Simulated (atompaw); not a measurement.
# Which setting gave this result? (Ru (Z = 44), PAW (atompaw))

Base potential:

* Element: Ru
* Generator: atompaw 4.2.0.5
* Type: PAW
* Functional: PBE
* Relativity: scalar-relativistic
* Frozen core: [Ar] 3d10
* Valence charge: 16
* Reference configuration: 4s2 4p6 4d7.5 5s0.5 5p0
* Partial waves: 4s (bound): rc 1.65 bohr; 5s (bound): rc 2.20 bohr; 4p (bound): rc 1.80 bohr; 5p (bound, empty): rc 2.55 bohr; 4d (bound): rc 2.55 bohr; 4d channel at 1.3 Ry: rc 2.55 bohr
* Local potential: troulliermartins scheme with l = 3 at 0 Ry, radius 2.10 bohr
* Core correction: smooth core density matched at 1.60 bohr
* Augmentation charge: besselshape compensation charge, radius 2.25 bohr; PAW radius 2.55 bohr; waves and projectors: custom polynom gramschmidtortho

Cutoffs, loose and tight: the cutoffs (Ry, on a coarse ladder) from which the occupation-weighted sum of valence levels, in a spherical-Bessel basis at the reference potential, stays within 10 and 1 mRy of its value at 400 Ry. They see the waves, projectors and local potential, not the compensation charge or the core.

Only the scale of all radii (base = 1) is moved:

```csv
scale of all radii (base = 1),"cutoff, loose","cutoff, tight",bound ghosts
0.75,40 Ry,70 Ry,none
0.85,35 Ry,60 Ry,none
0.93,35 Ry,50 Ry,none
1.03,30 Ry,45 Ry,none
1.18,25 Ry,35 Ry,none
1.26,21 Ry,30 Ry,s
```

Problem. One more run gave cutoff, loose: 30 Ry; cutoff, tight: 40 Ry; bound ghosts: none. Which value of the scale of all radii (base = 1) was used?

Solution. 1.08. The tight cutoff moves one way along this sweep, from 70 Ry at 0.75 to 30 Ry at 1.26, which places the run between 1.03 and 1.18.
